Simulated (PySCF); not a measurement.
How methods differ on the ionisation energy of Ir

Ir [Xe] 4f14 5d7 6s2 (4F) → Ir⁺ [Xe] 4f14 5d7 6s1 (5F), as a difference of total energies. Calculation: PySCF 2.14, in aug-cc-pwCVDZ-PP with ECP60MDF; scalar relativity through the core potential. Correlated levels: valence: 5s2 5p6 frozen; valence and next inner shell: nothing frozen outside the core potential. The calculations carry no spin-orbit coupling.

| method | ionisation energy (eV) | error (eV) |
| --- | --- | --- |
| UHF | 7.031 | -1.895 |
| LDA | 9.355 | +0.429 |
| PBE | 8.920 | -0.006 |
| PBE0 | 8.641 | -0.285 |
| r2SCAN | 8.689 | -0.237 |
| r2SCANh | 8.634 | -0.292 |
| BHandHLYP | 8.579 | -0.347 |
| BLYP | 9.060 | +0.134 |
| wB97X | 9.168 | +0.242 |
| MP2 (valence) | 8.596 | -0.330 |
| SCS-MP2 (valence) | 8.748 | -0.178 |
| MP2 (valence and next inner shell) | 8.808 | -0.118 |
| SCS-MP2 (valence and next inner shell) | 8.853 | -0.073 |

Reference: 8.926 eV (measured; NIST levels, between the centres of gravity of the two terms).

Errors of the correlated levels include the incompleteness of this basis and the frozen core.
